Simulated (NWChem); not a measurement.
All runs are NWChem calculations. System: ammonia borane (H₆BN), charge 0, spin multiplicity 1, at a geometry optimised with B3LYP/def2-SVP. Level: CCSD(T)/def2-TZVP, 2 core orbitals frozen.

The NWChem input:

```
start mol
memory heap 100 mb stack 700 mb global 1900 mb
geometry units angstroms nocenter noautoz
  B      0.924952    -0.070347     0.000000
  N     -0.724072     0.055072     0.000000
  H      1.331774     1.082544     0.000000
  H      1.197490    -0.682996    -1.022285
  H      1.197490    -0.682996     1.022285
  H     -1.058213     0.558367     0.825339
  H     -1.166584    -0.867053     0.000000
  H     -1.058213     0.558367    -0.825339
  symmetry group Cs
end
basis spherical
  * library def2-tzvp
end
scf
  rhf
  nopen 0
  maxiter 100
  thresh 1e-7
  semidirect memsize 60000000 filesize 0
end
tce
  freeze core 2
  ccsd(t)
  2eorb
  2emet 13
  thresh 1e-6
  maxiter 100
  tilesize 24
end
task tce energy
```

NWChem printed:

```
             Northwest Computational Chemistry Package (NWChem) 7.3.0
             --------------------------------------------------------

                                NWChem Input Module
                                -------------------

 Scaling coordinates for geometry "geometry" by  1.889725989
 (inverse scale =  0.529177249)

 Turning off AUTOSYM since
 SYMMETRY directive was detected!

                             Geometry "geometry" -> ""
                             -------------------------

 Output coordinates in angstroms (scale by  1.889725989 to convert to a.u.)

  No.       Tag          Charge          X              Y              Z
 ---- ---------------- ---------- -------------- -------------- --------------
    1 B                    5.0000     0.92495200    -0.07034700     0.00000000
    2 N                    7.0000    -0.72407200     0.05507200     0.00000000
    3 H                    1.0000     1.33177400     1.08254400     0.00000000
    4 H                    1.0000     1.19749000    -0.68299600    -1.02228500
    5 H                    1.0000     1.19749000    -0.68299600     1.02228500
    6 H                    1.0000    -1.05821300     0.55836700     0.82533900
    7 H                    1.0000    -1.16658400    -0.86705300     0.00000000
    8 H                    1.0000    -1.05821300     0.55836700    -0.82533900

 Effective nuclear repulsion energy (a.u.)      40.4072154883

            Nuclear Dipole moment (a.u.)
            ----------------------------
        X                 Y               Z
 ---------------- ---------------- ----------------
     0.0000000000     0.0000037795     0.0000000000

      Symmetry information
      --------------------

 Group name             Cs
 Group number              2
 Group order               2
 No. of unique centers     6

      Symmetry unique atoms

     1    2    3    4    6    7


 Summary of "ao basis" -> "" (spherical)
 ------------------------------------------------------------------------------
       Tag                 Description            Shells   Functions and Types
[...]
     L(0) DIIS level shift : 0.00D+00
     T(1) DIIS level shift : 0.00D+00
     L(1) DIIS level shift : 0.00D+00
     T(R) DIIS level shift : 0.00D+00
     T(I) DIIS level shift : 0.00D+00
   CC-T/L Amplitude update :  5-th order DIIS
                I/O scheme : Global Array Library
        L-threshold :  0.10D-05
        EOM-threshold :  0.10D-05
 no EOMCCSD initial starts read in
 TCE RESTART OPTIONS
 SLICE:      F
 D4D5:       F
 quantumc:   F
 qrotation:  F
 pwtce:      F
 qducc:      F
 nacto:                         0
 nrotv:                         0
 nrot:                          0

            Memory Information
            ------------------
          Available GA space size is     249027196 doubles
          Available MA space size is     104852964 doubles

 Maximum block size supplied by input
 Maximum block size        24 doubles

 tile_dim =     19

 -------------------------------------------------
   1    alpha     a'     5 doubles       0       1
   2    alpha     a"     2 doubles       5       2
   3    beta      a'     5 doubles       7       1
   4    beta      a"     2 doubles      12       2
   5    alpha     a'    19 doubles      14       5
   6    alpha     a'    19 doubles      33       6
   7    alpha     a'    19 doubles      52       7
   8    alpha     a"    16 doubles      71       8
   9    alpha     a"    16 doubles      87       9
  10    beta      a'    19 doubles     103       5
  11    beta      a'    19 doubles     122       6
  12    beta      a'    19 doubles     141       7
  13    beta      a"    16 doubles     160       8
  14    beta      a"    16 doubles     176       9

 Global array virtual files algorithm will be used

 Parallel file system coherency ......... OK

 4-electron integrals stored in orbital form

 v2    file size   =          8496517
 4-index algorithm nr.  13 is used
 imaxsize =       30
 imaxsize ichop =        0


CCSD iterations
 ---------------------------------------------------------
 Iter          Residuum       Correlation     Cpu    Wall
 ---------------------------------------------------------
    1   0.1586346771421  -0.3510070438115     0.7     0.7
    2   0.0424381928817  -0.3749506028096     0.7     0.7
    3   0.0148642126170  -0.3817974710588     0.7     0.7
    4   0.0058523495824  -0.3834630965112     0.7     0.7
    5   0.0024697762276  -0.3840661461499     0.7     0.7
    6   0.0004363493072  -0.3843968088904     0.7     0.7
    7   0.0001621555989  -0.3844192763470     0.7     0.7
    8   0.0000701973843  -0.3844186362447     0.7     0.7
    9   0.0000324692467  -0.3844191227500     0.7     0.7
   10   0.0000154078540  -0.3844194911686     0.7     0.7
   11   0.0000028073523  -0.3844196571216     0.7     0.7
   12   0.0000010149965  -0.3844199550800     0.7     0.7
   13   0.0000004480201  -0.3844200193194     0.7     0.7
 -----------------------------------------------------------------
 Iterations converged
 CCSD correlation energy / hartree =        -0.384420019319411
 CCSD total energy / hartree       =       -83.035771581831540

 Singles contributions

 Doubles contributions
 CCSD(T)
 Using plain CCSD(T) code
             total no. of tasks          295
 total no. of tasks / no. procs          295
                         wl_min        32768           5.7
                         wl_max       857375           9.7
        thresh for no. of tasks          295

 CCSD[T]  correction energy / hartree =        -0.011952633292599
 CCSD[T] correlation energy / hartree =        -0.396372652612010
 CCSD[T] total energy / hartree       =       -83.047724215124134
 CCSD(T)  correction energy / hartree =        -0.011630562131417
 CCSD(T) correlation energy / hartree =        -0.396050581450828
 CCSD(T) total energy / hartree       =       -83.047402143962955

 Task  times  cpu:       47.9s     wall:       47.9s

 Total times  cpu:       47.9s     wall:       47.9s
```
